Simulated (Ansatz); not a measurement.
`C=C(F)[SiH2]Cl` + `F[SiH2]SS` → `F[SiH2]S[SiH2]Cl` + `C=C(F)S`  (formal exchange of groups at the Si–C bond)

Calculated with Ansatz (gas phase, PBE0-D4/def2-TZVP geometries, no zero-point term in ΔE). CCSD(T)/CBS adds triple-zeta CCSD(T) − MP2 to the extrapolated MP2 energy (def2 sets, frozen cores). DFT in def2-TZVPP. One conformer a species, not always the lowest.

```tsv
level	ΔE (kJ/mol)	difference from CCSD(T)/CBS
PBE-D4	-67.3	0.0
r2SCAN-D4	-74.1	-6.8
ωB97X-V	-69.3	-2.0
ωB97M-V	-66.7	0.6
PBE	-65.7	1.6
r2SCAN	-73.7	-6.4
PBE0	-69.2	-1.9
HF/def2-TZVPP	-67.3	0.0
SCS-MP2/def2-TZVPP	-71.2	-3.9
CCSD/def2-TZVPP	-69.0	-1.7
CCSD(T)/def2-TZVPP	-69.5	-2.2
HF/def2-QZVPP	-66.9	0.4
SCS-MP2/def2-QZVPP	-70.1	-2.8
HF/CBS(def2)	-66.9	0.4
MP2/CBS(def2)	-74.0	-6.7
CCSD/CBS(def2)	-66.8	0.5
CCSD(T)/CBS	-67.3	0
```

Largest T1 diagnostic among the species: 0.012.

From PBE to PBE0 (25 % exact exchange), in def2-TZVPP and without D4, ΔE moves by −3.5 kJ/mol.
